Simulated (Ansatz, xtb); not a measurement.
Cl2GeH6Si2: which of two conformers lies lower

We compare a, `Cl[SiH2][GeH2][SiH2]Cl`, a singlet, with b, `Cl[SiH2][GeH2][SiH2]Cl`, a singlet. Both are isolated molecules in the gas phase, relaxed with PBE0-D4/def2-SVP.

a (Å):

```csv
atom,x (Å),y (Å),z (Å)
Cl,-3.2292,0.0021,1.5945
Cl,-2.1284,-3.4840,-2.9760
Ge,-1.1426,-0.4398,-1.2515
Si,-1.3001,0.4632,0.9455
Si,-2.4803,-2.4098,-1.2309
H,-0.3371,-0.1960,1.8743
H,-1.1270,1.9420,1.0213
H,0.3174,-0.7770,-1.6055
H,-1.6894,0.5595,-2.2864
H,-3.9280,-2.0662,-1.1766
H,-2.1206,-3.2737,-0.0705
```

b (Å):

```yaml
atoms:
  - { symbol: Cl, position_ang: [-1.1216, -0.8446, -2.4626] }
  - { symbol: Cl, position_ang: [-3.5916, -0.4572, 0.4464] }
  - { symbol: Ge, position_ang: [-0.2127, -1.6433, 0.9440] }
  - { symbol: Si, position_ang: [0.4838, -0.7589, -1.1523] }
  - { symbol: Si, position_ang: [-2.0184, -0.3471, 1.7934] }
  - { symbol: H, position_ang: [0.8950, 0.6674, -1.0019] }
  - { symbol: H, position_ang: [1.6147, -1.5357, -1.7378] }
  - { symbol: H, position_ang: [-0.6533, -3.1080, 0.7752] }
  - { symbol: H, position_ang: [0.9672, -1.5927, 1.9389] }
  - { symbol: H, position_ang: [-2.4917, -0.8495, 3.1158] }
  - { symbol: H, position_ang: [-1.6119, 1.0820, 1.9292] }
```

**Question.** Estimate E(b) − E(a) at the level CCSD(T)/def2-SVP + ΔMP2/def2-TZVPP.

**Answer.** CCSD(T)/def2-SVP + ΔMP2/def2-TZVPP gives E(b) − E(a) = +0.29 kcal/mol, slightly favouring structure a, which is too small a margin to settle the true order.

Level by level:

| level | geometry | E(b) − E(a) (kcal/mol) | departure from the last row (kcal/mol) | job, with rough time for the two |
| --- | --- | --- | --- | --- |
| PBE0-D4/def2-SVP | PBE0-D4/def2-SVP | +0.42 | +0.12 | optimisation, 2 min |
| HF/def2-SVP | PBE0-D4/def2-SVP | +0.59 | +0.29 | part of the CCSD(T) run |
| MP2/def2-SVP | PBE0-D4/def2-SVP | +0.40 | +0.11 | part of the CCSD(T) run |
| CCSD(T)/def2-SVP | PBE0-D4/def2-SVP | +0.45 | +0.16 | single point |
| CCSD(T)/def2-SVP + ΔMP2/def2-TZVPP | PBE0-D4/def2-SVP | +0.29 |  | single point, 88 s |

The largest departure from CCSD(T)/def2-SVP + ΔMP2/def2-TZVPP is that of HF/def2-SVP, 0.29 kcal/mol. A small imaginary or near-zero mode remains, so no thermal terms are given. Levels run at GFN2-xTB geometries aren't shown. The last row adds to CCSD(T) the change of the MP2 difference between the two basis sets, here −0.16 kcal/mol.

The correlated steps freeze 29 core orbitals; the filled d shell of Ge is correlated, in a basis made for valence electrons. Programs: Ansatz 0.2.0, xtb 6.7.1; the last row on 2 threads of Arm Neoverse V2 on a shared host.
